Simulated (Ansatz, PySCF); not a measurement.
Breaking the Ga1–H2 bond in ClFGaH (SMILES [F][GaH][Cl]) (multiplicity 1 held, fragments rigid). Energies count from the point at 1.542 Å.
Geometry at that point (charge 0, multiplicity 1):
```xyz
4

Ga    -0.420     0.095    -0.345
H     -1.610    -0.419    -1.180
F     -0.005     1.800    -0.332
Cl     0.864    -1.101     0.875
```

Unrestricted levels (U-) break spin symmetry where that is lower. Active spaces are followed from a long bond inwards. Curves can end on different states.

Frozen-core correlation. Filled d and f shells under p-block atoms count as core. Rows in 3-21G carry no dispersion term and start afresh at each structure; the Pople sets are all-electron and without relativity.

Codes used: Ansatz (Gaussian orbitals); PySCF for 3-21G rows. Values without a source in brackets are computed.

**Question.** Give the energy at R = 4.933 Å at the level U-SCS-MP2/def2-TZVPP.

**Answer.** 343 kJ/mol

**Question.** Give the energy at R = 4.933 Å at the level R-HF/3-21G.

**Answer.** 716 kJ/mol

**Question.** What energy at R = 4.933 Å does FIC-MRCISD on CASSCF(2,2)/def2-TZVPP give?

**Answer.** 339 kJ/mol

Doubts at one or more of the structures used: a restricted determinant that unrestricted orbitals would lower (R-HF/3-21G); a spin-contaminated determinant (U-SCS-MP2/def2-TZVPP).

Ansatz is a quantum-chemistry and plane-wave program.
